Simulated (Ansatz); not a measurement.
Two isomers of CH5ClFNOSi: A = `N[Si@@H](Cl)[C@H](O)F`, B = `CO[Si](N)(F)Cl`.

Gas-phase electronic energies from Ansatz, PBE0-D4/def2-TZVP geometries. CBS: MP2 limit from def2 TZ/QZ plus the TZ coupled-cluster correction, frozen cores. DFT in def2-TZVPP. B3LYP here is the variant with VWN-RPA as its local correlation; programs differ in this. One conformer a species, not always the lowest.

(1) Which is lower in electronic energy at CCSD(T)/CBS, and by how much? (Best estimate.)

(2) Give E(B) − E(A) in kJ/mol with CCSD(T)/def2-TZVPP, B3LYP, B3LYP-D4, CCSD/def2-TZVPP, PBE0-D4, HF/def2-TZVPP, ωB97M-V. (Best estimate.)

Largest T1 diagnostic: 0.011.

Answers

(1) Computed: B, by 337.7 kJ/mol.

(2) Ansatz gave: CCSD(T)/def2-TZVPP -334.6, B3LYP -326.3, B3LYP-D4 -327.7, CCSD/def2-TZVPP -339.1, PBE0-D4 -317.1, HF/def2-TZVPP -354.8, ωB97M-V -328.0. None reverses the order clearly.

From PBE to PBE0 (25 % exact exchange), in def2-TZVPP and without D4, E(B) − E(A) moves by −15.7 kJ/mol. In def2-TZVPP, CCSD(T) changes the Hartree–Fock value by +20.2 kJ/mol (the triples alone add +4.6 kJ/mol) and MP2 by +9.4 kJ/mol.
